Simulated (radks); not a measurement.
The nuclear charge of the technetium ion Tc2+ is varied continuously with 41 electrons held in [Kr] 4d5. All-electron calculation, scalar-relativistic Kohn-Sham, r2SCAN, spin-unpolarised, spherical densities, finite nucleus; meta-GGA in the generalised Kohn-Sham scheme; Fermi nuclear charge, rms radius 4.4112 fm. Program: a radial shooting solver on a logarithmic mesh with Libxc functionals. By the Hellmann-Feynman theorem dE/dZ = E(electron-nucleus)/Z, the electronic potential at the nucleus (averaged over a nucleus of fixed radius). The scalar-relativistic energy here is not variational (the density holds large components alone), so the two differ by a part that grows with Z.

| Z | E (hartree) | E(electron-nucleus)/Z (hartree) | HOMO | e(HOMO) (eV) | <r> HOMO (bohr) |
|---|---|---|---|---|---|
| 42.5 | -4166.14036 | -235.845 | 4d | -15.944 | 1.728 |
| 42.75 | -4225.47703 | -237.724 | 4d | -19.080 | 1.665 |
| 43 | -4285.28631 | -239.602 | 4d | -22.396 | 1.609 |
| 43.25 | -4345.56815 | -241.480 | 4d | -25.882 | 1.559 |
| 43.5 | -4406.32255 | -243.358 | 4d | -29.533 | 1.513 |
| 43.75 | -4467.54961 | -245.236 | 4d | -33.341 | 1.471 |
| 44 | -4529.24947 | -247.115 | 4d | -37.301 | 1.432 |

The central difference of E at Z = 43 is -240.182 hartree, to compare with the third column; the second derivative is -7.56 hartree.
